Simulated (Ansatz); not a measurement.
`CC[CH2][ZnH]` + H₂ → `[ZnH2]` + `CCC`  (hydrogenolysis of a Zn–C bond)

Gas-phase electronic energies from Ansatz, PBE0-D4/def2-TZVP geometries. CCSD(T)/CBS is the MP2 limit (def2-TZVPP, def2-QZVPP) plus CCSD(T) − MP2 in def2-TZVPP, frozen cores. This one scheme is used for every species. DFT in def2-TZVPP. For Zn outer-core shells are correlated without core-valence functions, which leaves a few kJ/mol of doubt a bond. Scalar relativity is left out up to krypton. Each species was taken in one conformer, which may not be the lowest.

```
             level  ΔE (kJ/mol)
            PBE-D4        -43.3
           PBE0-D4        -50.6
            B2PLYP        -53.0
               PBE        -48.4
     HF/def2-TZVPP        -85.2
SCS-MP2/def2-TZVPP        -47.6
CCSD(T)/def2-TZVPP        -48.2
SCS-MP2/def2-QZVPP        -45.5
```

Q: What does CCSD(T)/CBS give? (Estimate.)

A: Ansatz gave: -44.2 kJ/mol. The listed levels differ from it by 0.9, -6.4, -8.8, -4.2, -41.0, -3.4, -4.0, -1.3 kJ/mol.

Largest T1 diagnostic among the species: 0.016.

The D4 term adds +8.3 kJ/mol with B3LYP and +4.5 kJ/mol with PBE0; it sums over pairs of atoms, weighted by their polarisabilities, and B3LYP, whose exchange is more repulsive, gets the larger term. From PBE to PBE0 (25 % exact exchange), in def2-TZVPP and without D4, ΔE moves by −6.7 kJ/mol. In def2-TZVPP, CCSD(T) changes the Hartree–Fock value by +37.0 kJ/mol (the triples alone add +6.5 kJ/mol) and MP2 by +46.4 kJ/mol.

B3LYP here is the variant with VWN-RPA as its local correlation; programs differ in this.
